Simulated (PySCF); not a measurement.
An equivalent PySCF input for Mn (manganese, neutral), [Ar] 3d5 4s2, high-spin 6S determinant, with the non-relativistic Hamiltonian (point nucleus):

```python
from pyscf import gto, scf, dft, mp, cc
import basis_set_exchange as bse
mol = gto.M(atom="Mn 0 0 0", charge=0, spin=5, symmetry="D2h",
            basis=gto.basis.parse(bse.get_basis("6-31G*", elements=["Mn"], fmt="nwchem", header=False)))
mf = dft.UKS(mol, xc="MN15")
mf.irrep_nelec = {'Ag': (6, 4), 'B1g': (1, 0), 'B2g': (1, 0), 'B3g': (1, 0), 'B1u': (2, 2), 'B2u': (2, 2), 'B3u': (2, 2)}
mf.kernel()
```

It reaches the same state as the run whose output follows, with an energy that differs only through the grid. The run itself started from symmetry-adapted Hartree-Fock orbitals and held the occupation by maximum overlap, on a logarithmic radial grid, so the iterations belong to that start.

```
SCF conv_tol = 1e-09
number electrons alpha = 15  beta = 10
XC functionals = MN15
    H. S. Yu, X. He, S. L. Li, and D. G. Truhlar.,  Chem. Sci. 7, 5032-5051 (2016)
    H. S. Yu, X. He, S. L. Li, and D. G. Truhlar.,  Chem. Sci. 7, 5032-5051 (2016)
cycle= 1 E= -1150.8885033982  delta_E= -0.00429  |g|= 0.0203  |ddm|= 0.269
cycle= 2 E= -1150.88858254737  delta_E= -7.91e-05  |g|= 0.0132  |ddm|= 0.0202
cycle= 3 E= -1150.8886401038  delta_E= -5.76e-05  |g|= 0.000446  |ddm|= 0.0108
cycle= 4 E= -1150.88864022034  delta_E= -1.17e-07  |g|= 2.84e-05  |ddm|= 0.00116
cycle= 5 E= -1150.88864022298  delta_E= -2.64e-09  |g|= 2.48e-06  |ddm|= 0.000291
cycle= 6 E= -1150.88864022299  delta_E= -1.07e-11  |g|= 3.08e-08  |ddm|= 1.9e-05
converged SCF energy = -1150.88864022299  <S^2> = 8.7513462  2S+1 = 6.0004487
```
